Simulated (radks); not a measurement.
Results of a calculation; reference values are marked as such.
Problem. All-electron atom: the holmium ion Ho52+ in [Ne] 3s2 3p3 (the NIST ground configuration). Code: a radial shooting solver on a logarithmic mesh with Libxc functionals. Model: scalar-relativistic Kohn-Sham, PBE, spin-polarised, spherical densities, finite nucleus; open shells are filled with parallel spins first (spin-orbit coupling, left out, can overturn this in heavy ions); Fermi nuclear charge, rms radius 5.2022 fm. Some entries of the table are withheld. Estimate them.

orbital  occ.  eigenvalue (Ry)  <r^2> (bohr^2)  <r> (bohr)
1s up       1        -4356.129       0.0005879     0.02073
1s down     1        -4355.404       0.0005877     0.02073
2s up       1        -948.4073        0.008938     0.08706
2s down     1        -947.8776        0.008927     0.08702
2p up       3        -873.0056        0.007204     0.07695
2p down     3        -872.2520        0.007200     0.07694
3s up       1        -378.1938         0.05049      0.2106
3s down     1        -375.7942         0.05064      0.2109
3p up       3              (1)             (2)      0.2056
3p down     0              (3)             (4)      0.2059
3d up       0        -333.0656         0.03785      0.1813
3d down     0        -331.0958         0.03778      0.1811
4s up       0        -200.2753          0.1735      0.3927
4s down     0        -199.3925          0.1743      0.3936

Solution. 
(1) 3p up eigenvalue (Ry): -355.4365
(2) 3p up <r^2> (bohr^2): 0.04878
(3) 3p down eigenvalue (Ry): -353.0443
(4) 3p down <r^2> (bohr^2): 0.04893
